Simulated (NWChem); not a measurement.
Species: C₂H₇FSi₂; SMILES F[C@H]1C[SiH2][SiH2]1

```xyz
12

F      0.6146     1.6630     0.7032
C      0.1804     1.0904    -0.4910
C      1.1296    -0.0643    -0.8399
Si     0.4172    -1.3969     0.3475
Si    -1.3906     0.0421    -0.0433
H      0.1369     1.8903    -1.2495
H      0.9423    -0.3924    -1.8774
H      2.1918     0.2200    -0.7621
H      0.9984    -1.3560     1.7217
H      0.4384    -2.8061    -0.1509
H     -2.1661    -0.3339    -1.2679
H     -2.3060     0.6216     0.9831
```
Atoms are numbered in this order, from 1.

Computed with NWChem. Pople sets run with spherical d functions. All runs use the structure optimised with PBE0/def2-SVP.

Task: Taking PBE/def2-TZVPD as the yardstick, which of these has the fewest basis functions while keeping “dipole (D)” within 0.2 D of it: PBE/6-31+G*; PBE/6-31G*; PBE/3-21G; PBE/6-311G**; PBE/6-311++G**; PBE/STO-3G?

Result: PBE/3-21G.
```json
[
 {"level": "PBE/STO-3G", "basis functions": "40", "dipole (D)": "1.05", "relative time (rough)": "1"},
 {"level": "PBE/3-21G", "basis functions": "67", "dipole (D)": "1.44", "relative time (rough)": "2"},
 {"level": "PBE/6-31G*", "basis functions": "92", "dipole (D)": "1.42", "relative time (rough)": "4"},
 {"level": "PBE/6-31+G*", "basis functions": "112", "dipole (D)": "1.67", "relative time (rough)": "9"},
 {"level": "PBE/6-311G**", "basis functions": "148", "dipole (D)": "1.49", "relative time (rough)": "8"},
 {"level": "PBE/6-311++G**", "basis functions": "175", "dipole (D)": "1.66", "relative time (rough)": "10"},
 {"level": "PBE/def2-TZVPD", "basis functions": "263", "dipole (D)": "1.53", "relative time (rough)": "60"}
]
```

The yardstick is one finite set, not the basis-set limit.
